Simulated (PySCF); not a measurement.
Delta-SCF ions had no search for a lower state. Excitations are Tamm–Dancoff values on a coarser integration grid. The basis has no diffuse functions, so Rydberg states are missing or too high.

Cartesian coordinates (Å):
```xyz
9

O      1.3842     0.9243     0.0397
C      0.6991    -0.3073    -0.0713
Si    -1.1366    -0.0266     0.2084
Cl    -1.9323     1.0854    -1.3250
H      2.3111     0.7847    -0.1677
H      1.0390    -1.0400     0.6783
H      0.8336    -0.7724    -1.0583
H     -1.8169    -1.3456     0.2194
H     -1.3812     0.6976     1.4766
```
Charge 0, spin multiplicity 1.

Q: Estimate the S1–T1 gap (TDA), LUMO, vertical ionisation energy (Delta-SCF), HOMO and T1 excitation (TDA) that PBE0-D4/def2-TZVP (PySCF) returns for this input.

A: 
```
Property                                  Result
--------------------------------------  --------
S1–T1 gap (TDA)                          0.44 eV
LUMO                                     0.37 eV
vertical ionisation energy (Delta-SCF)  10.49 eV
HOMO                                    -8.30 eV
T1 excitation (TDA)                      6.67 eV
```
